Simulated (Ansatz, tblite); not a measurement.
Cost and result up the ladder for WO₃ (the lowest singlet isomer of a short search) (4 atoms). Total charge 0; singlet. Geometry: PBE0-D4/def2-TZVP.

```xyz
4

W    -0.301   -0.157    0.325
O    -1.055    0.954   -0.743
O     0.321   -1.443   -0.625
O     1.035    0.646    1.043
```

Ansatz on 4 threads of Arm Neoverse V2 on a shared host; xTB runs through tblite on one thread. Times are rough, summed over both states, and most runs start from the orbitals of an earlier one. PBE0-D4/def2-TZVP serves as the yardstick here, not as an exact answer. The other state is a doublet.

In the def2 sets W takes a core potential; there is no spin–orbit coupling. The xTB rows come from tblite. The structure comes from a short search, and lower isomers may exist.

Run but left out: HF/def2-TZVPP, MP2/def2-TZVPP, CCSD/def2-TZVPP, CCSD(T)/def2-TZVPP (charge +1 doublet: ⟨S²⟩ 1.84, where a pure state has 0.75).

Raw xTB energies of ions are shifted by several eV.

| level | functions | wall time | vertical IE (eV) | difference from PBE0-D4/def2-TZVP (eV) |
| --- | --- | --- | --- | --- |
| GFN1-xTB | 21 | 0.004 s | 16.05 | 4.87 |
| GFN2-xTB | 21 | 0.004 s | 15.84 | 4.66 |
| PBE-D4/def2-TZVP | 133 | 2.4 s | 10.88 | -0.30 |
| PBE0-D4/def2-TZVP | 133 | 5.6 s | 11.18 | 0.00 |
| r2SCAN-D4/def2-TZVP | 133 | 11 s | 10.99 | -0.19 |
